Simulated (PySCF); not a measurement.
## Mayer bond orders and bond lengths

Compound: C₄H₅ClN₂.
Numbering: `[CH3:1][c:2]1[nH:3][n:4][cH:5][c:6]1[Cl:7]` (hydrogens: H8, H9, H10 on C1; H11 on N3; H12 on C5)

Structure used (GFN2-xTB), in Å, numbered top down from 1:
```
atom  x, y, z in Å
C1    -1.7290   -0.0204    0.0879
C2    -0.2494   -0.0793    0.0119
N3     0.4656   -1.2239    0.0880
N4     1.7788   -1.0238    0.0067
C5     1.9423    0.2757   -0.1243
C6     0.6960    0.9218   -0.1271
Cl7    0.3862    2.6016   -0.2774
H8    -2.1685   -0.9548   -0.2539
H9    -2.0521    0.1604    1.1136
H10   -2.0945    0.7964   -0.5297
H11    0.1077   -2.1606    0.1902
H12    2.9180    0.7063   -0.2120
```

Bond orders from the PBE0/pcSseg-1 density (PySCF). Geometry: GFN2-xTB; no solvent, vibrations or thermal averaging.

Problem. Where do the orders between heavy atoms depart from those drawn in the SMILES?

Solution. The largest departure is 0.434, at C2–N3 (drawn aromatic, 1.066), counting aromatic bonds as 1.5. The bonds drawn aromatic range from 1.07 to 1.56.

Problem. Set the Mayer orders of the bonds between heavy atoms beside their lengths.

Solution. 
| bond | drawn as | length (Å) | Mayer order |
| --- | --- | --- | --- |
| C1–C2 | single | 1.483 | 1.088 |
| C2–N3 | aromatic | 1.352 | 1.066 |
| N3–N4 | aromatic | 1.331 | 1.208 |
| N4–C5 | aromatic | 1.316 | 1.563 |
| C5–C6 | aromatic | 1.404 | 1.296 |
| C6–Cl7 | single | 1.715 | 1.063 |
| C6–C2 | aromatic | 1.384 | 1.302 |

By pair of heavy elements: C–C: lowest C1–C2 (1.088, 1.483 Å), highest C6–C2 (1.302, 1.384 Å). C–N: lowest C2–N3 (1.066, 1.352 Å), highest N4–C5 (1.563, 1.316 Å).

Problem. And the bonds to hydrogen?

Solution. C–H: 0.94 to 0.98 (4 bonds); H–N: 0.94 (1 bond).

Problem. Sum the orders of all bonds at each heavy atom with more than one neighbour and set the sums beside the valence in the SMILES.

Solution. C1 3.915 (drawn 4), C2 3.456 (drawn 4), N3 3.211 (drawn 3), N4 2.771 (drawn 3), C5 3.842 (drawn 4), C6 3.661 (drawn 4). Orders between atoms that aren't bonded are not in these sums.

Mayer orders depend on the basis set.

The run behind these numbers computed NMR shieldings as well. Hardware: an x86-64 server with one thread, no GPU (shared host). Cost: 13 s of wall time.
